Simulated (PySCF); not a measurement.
Two-component Hartree-Fock for Br³⁺ (bromine, charge +3)

Start: [Ar] 3d10 4s2 4p2; 4p1/2 filled at m_j = -1/2, +1/2. Calculated with PySCF 2.14 in x2c-TZVPall-2c: generalised Hartree-Fock with the X2C-1e Hamiltonian and a Gaussian nucleus; one run each with spin-orbit coupling (SO) switched off, then screened by Boettger's factors.

```
spinor shell  electrons  ε, spin-free (eV)  ε, screened SO (eV)  weight of nominal j (screened SO)  rms radius, screened SO (bohr)
       1s1/2          2           -13596.7             -13596.2                              1.000                          0.0492
       2s1/2          2            -1864.6              -1864.4                              1.000                           0.205
       2p1/2          2            -1643.8              -1676.4                              1.000                           0.180
       2p3/2          4            -1643.8              -1628.1                              1.000                           0.184
       3s1/2          2            -315.74              -315.63                              1.000                           0.587
       3p1/2          2            -243.48              -248.58                              0.995                           0.600
       3d3/2          4            -124.03              -124.71                              0.972                           0.646
       3d5/2          6            -124.03              -123.42                              0.981                           0.647
       4s1/2          2            -59.940              -59.903                              0.999                            1.68
       4p1/2          2            -46.565              -46.669                              0.618                            1.88
```

Problem. Where does 3p3/2 lie, and what is the 3p spin-orbit splitting (screened SO)?

Solution. At -240.91 eV, 7.669 eV above 3p1/2.

```csv
quantity,spin-free,screened SO
E (hartree),-2601.92791,-2602.07820
M_J,0,0
⟨J²⟩,2.007,1.434
⟨L²⟩,2.005,1.990
⟨S²⟩,2.002,1.958
```

The determinant has a definite M_J but mixes levels of different J.

Each row is a mean over spinors that exchange with the open shell spreads, by up to 6.384 eV (4s1/2).

Rows whose weight is well below 1 are mixtures of j = l ± 1/2: exchange outweighs spin-orbit coupling there, and the label is only the starting occupation.

Without spin-orbit coupling the j labels of p, d and f shells carry no meaning; the spin-free column gives the mean over the occupied spinors of each nl shell.
